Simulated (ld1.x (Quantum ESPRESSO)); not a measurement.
# An all-electron radial function and its pseudo partner (carbon (C))

Columns: radius, all-electron u(r) and pseudo u(r) of the 2p shell (level -5.29 eV) of carbon in the configuration [He] 2s2 2p2; PBE, non-relativistic, TM scheme, ld1.x (Quantum ESPRESSO) 7.5.

```
r (bohr)  all-electron  pseudo
   0.118        0.0626  0.0214
   0.235        0.1829  0.0823
   0.353        0.3110  0.1762
   0.470        0.4242  0.2904
   0.588        0.5177  0.4130
   0.705        0.5901  0.5283
   0.822        0.6438  0.6257
   0.940        0.6801  0.6985
   1.058        0.7008  0.7428
   1.175        0.7086  0.7603
   1.292        0.7063  0.7566
   1.410        0.6961  0.7376
   1.528        0.6797  0.7095
   1.645        0.6591  0.6777
   1.763        0.6352  0.6450
   1.880        0.6095  0.6136
   1.998        0.5822  0.5835
   2.115        0.5546  0.5548
   2.232        0.5268  0.5268
   2.350        0.4990  0.4990
   2.468        0.4717  0.4717
   2.585        0.4454  0.4454
   2.702        0.4200  0.4200
   2.820        0.3954  0.3954
   2.938        0.3718  0.3718
   3.055        0.3496  0.3496
```

(1) How many radial nodes do the two functions have?

(2) At about which radius was the pseudo-wave matched?

(3) Where does each function peak?

(4) Is the pseudo-wave norm-conserving?

## Answers

(1) The all-electron 2p function has n − l − 1 = 0; the pseudo-wave has 0.

(2) 2.35 bohr. The columns agree to 0.0005 from 2.12 bohr on; several derivatives are matched, so the curves merge somewhat inside the radius.

(3) Outermost all-electron maximum near 1.18 bohr, pseudo maximum near 1.18 bohr (to the table’s step).

(4) Yes: the TM scheme keeps the norm inside the radius equal to the all-electron one, which fixes the energy derivative of the logarithmic derivative at the level.
